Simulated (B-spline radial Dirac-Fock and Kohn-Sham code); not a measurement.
## Subshell cross sections of Hf⁴⁺, photon energy 135 eV

System: the Hf⁴⁺ ion in the configuration 1s2 2s2 2p6 3s2 3p6 3d10 4s2 4p6 4d10 4f14 5s2 5p6.

Level of theory: a relativistic central-field model (Hartree-Slater potential of the initial state, Latter tail, multipole expansion of the photon field, Dirac-Fock thresholds); an atomic code on a B-spline grid. The asymmetry parameter β is from the dipole term alone. Kinetic energies are from the vacuum level.

The last column is dσ/dΩ = σ/(4π) · [1 + β P₂(cos θ)] at θ = 0° from the polarisation vector of linearly polarised light.

```
subshell  electrons  binding (eV)  kinetic (eV)  σ (kb)      β  dσ/dΩ (kb/sr)
   4f5/2          6         66.46         68.54    2920   0.36            316
   4f7/2          8         64.81         70.19    4040   0.35            433
      5s          2         119.2         15.76    82.2   1.45           16.0
   5p1/2          2         88.10         46.90     104   0.57           13.0
   5p3/2          4         79.83         55.17     201  -0.25           12.1
```

Branching ratios of the spin-orbit partners (statistical value in brackets): 4f 1.38 (1.33), 5p 1.94 (2.00).

At such low photon energies correlation between channels can change these cross sections by tens of per cent.

Run: 5.9 s of CPU time on 1 thread of Neoverse-N1 (shared host), peak memory 0.44 GiB.

Values without a named source are computed, but for edge energies of neutral atoms, which are taken from tables.
